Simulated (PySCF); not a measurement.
## Spectroscopy problems

[PySCF: shielding tensors at PBE0/pcSseg-1 (GIAO); structure optimised with GFN2-xTB; non-relativistic; a single conformation; isolated molecule; fast rotation and ring inversion assumed for equivalent nuclei]

δ = σ(ref) − σ, references computed at the same level: TMS for 1H and 13C. Splittings of carbon signals by F and P are missing where no couplings were computed. Where no couplings were computed, multiplicities follow the n + 1 count of equivalent neighbours, and m marks all less simple cases (inequivalent or close neighbours, rings, F or P nearby). Shifts are as computed. Against solution values, carbons near 30 ppm lie about +3 ppm off and those near 130 ppm about +5 ppm; carbons on Cl a further +6 ppm. Of 1211 compounds with measured shifts, 218 miss one by over three times the rms of a fit or turn the order of signals round; such compounds aren't used in these exercises. Carbons bonded to Cl come out too deshielded.

Question: C$_{3}$H$_{4}$Cl$_{2}$. 1H NMR (400 MHz, computed): δ 6.20 (s, 1H), 2.24 (s, 3H). 13C{1H} NMR (computed): δ 145.8 (C), 126.5 (CH), 22.8 (CH3). What is it?

Answer: `Cl/C=C(\C)Cl`. Rings plus π bonds: 1 (no ring in the answer). 3 carbon signals for 3 carbons: no two carbons are equivalent. Carbon types of the structure: 1 × C, 1 × CH, 1 × CH3, which accounts for all hydrogens. δC 145.8: fully substituted alkene carbon; the olefinic region. δC 126.5: alkene CH; as expected for a trigonal carbon in a double bond. δH 6.20: hydrogen on an alkene CH; olefinic region. δH 2.24: hydrogen on an allylic methyl carbon; allylic position.

This is the structure that produced the data.

Question: C$_{8}$H$_{15}$P. 1H NMR (600 MHz, computed): δ 2.08 (m, 1H), 1.98 (m, 2H), 1.84 (m, 2H), 1.76 (m, 3H), 1.57 (m, 2H), 1.49 (m, 2H), 1.35 (m, 2H), 1.14 (m, 1H). 13C{1H} NMR (computed): δ 35.9, 34.7, 34.7, 26.5, 20.8, 15.4. Give a structure.

Answer: SMILES CC=[P@]12CC[C@H](CC1)C2. 6 carbon signals for 8 carbons: some carbons are equivalent by symmetry or fast rotation. Carbon types of the structure: 2 × CH, 5 × CH2, 1 × CH3, which accounts for all hydrogens. δC 35.9: sp3 CH in a ring; aliphatic region, no heteroatom directly attached. δC 34.7, 26.5: sp3 CH2 bonded to P. δC 34.7: sp3 CH2 in a ring; a saturated carbon with 2 carbon neighbours and no heteroatom attached. δC 15.4: methyl carbon; a saturated carbon with 1 carbon neighbour and no heteroatom attached.

This is the structure that produced the data.
